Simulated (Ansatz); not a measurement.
Two isomers of CH7ClOSi2: A = `O[SiH2]C([SiH3])Cl`, B = `CO[SiH]([SiH3])Cl`.

Computed with Ansatz on PBE0-D4/def2-TZVP structures; ΔE is electronic, products minus reactants. CBS: MP2 limit from def2 TZ/QZ plus the TZ coupled-cluster correction, frozen cores. Functionals use def2-TZVPP. B3LYP here is the variant with VWN-RPA as its local correlation; programs differ in this. One conformer a species, not always the lowest.

Which is lower in electronic energy at CCSD(T)/CBS, and by how much? (Estimate.)

Computed: B, by 18.4 kcal/mol.

Give E(B) − E(A) in kcal/mol with PBE-D4, MP2/def2-TZVPP, CCSD(T)/def2-TZVPP, CCSD/def2-TZVPP, B2PLYP, B3LYP-D4, B3LYP. (Estimate.)

Computed: PBE-D4 -21.0, MP2/def2-TZVPP -17.1, CCSD(T)/def2-TZVPP -18.8, CCSD/def2-TZVPP -19.5, B2PLYP -20.2, B3LYP-D4 -20.9, B3LYP -22.0. None reverses the order clearly.

Largest T1 diagnostic: 0.012.

The D4 term adds +1.1 kcal/mol with B3LYP and +0.5 kcal/mol with PBE0; it sums over pairs of atoms, weighted by their polarisabilities, and B3LYP, whose exchange is more repulsive, gets the larger term. In def2-TZVPP, CCSD(T) changes the Hartree–Fock value by +4.5 kcal/mol (the triples alone add +0.7 kcal/mol) and MP2 by +6.1 kcal/mol.
